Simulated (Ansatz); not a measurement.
Gas-phase electronic energies from Ansatz, PBE0-D4/def2-TZVP geometries. CBS: MP2 limit from def2 TZ/QZ plus the TZ coupled-cluster correction, frozen cores. DFT in def2-TZVPP. Elements past krypton have def2 core potentials. For I, Sn outer-core shells are correlated without core-valence functions, which leaves a few kJ/mol of doubt a bond.

Consider the formal exchange of groups at the Sn–F bond: `[F][SnH]([SiH3])[Cl]` + `CI` → `[CH3][SnH]([SiH3])[Cl]` + `FI`.

```csv
level,ΔE (eV)
LDA (SPW92),1.79
ωB97X-V,1.85
BLYP,1.80
CAM-B3LYP,1.87
HF/def2-SVP,2.17
MP2/def2-TZVPP,2.01
CCSD(T)/def2-TZVPP,1.90
MP2/CBS(def2),2.00
```

What does CCSD(T)/CBS give? (Estimate.)

Computed: +1.88 eV. The listed levels differ from it by -0.09, -0.03, -0.08, -0.01, 0.29, 0.13, 0.02, 0.12 eV.

Largest T1 diagnostic among the species: 0.013.

Leaving LDA and LC-ωPBE aside and taking each functional with its dispersion term where it has one, the values, not all of them listed here, spread over 0.21 eV, from BLYP-D4 to PBE-QIDH. In def2-TZVPP, CCSD(T) changes the Hartree–Fock value by −0.20 eV (the triples alone add −0.02 eV) and MP2 by −0.08 eV. From r2SCAN to r2SCAN0 (25 % exact exchange), in def2-TZVPP and without D4, ΔE moves by +0.05 eV.
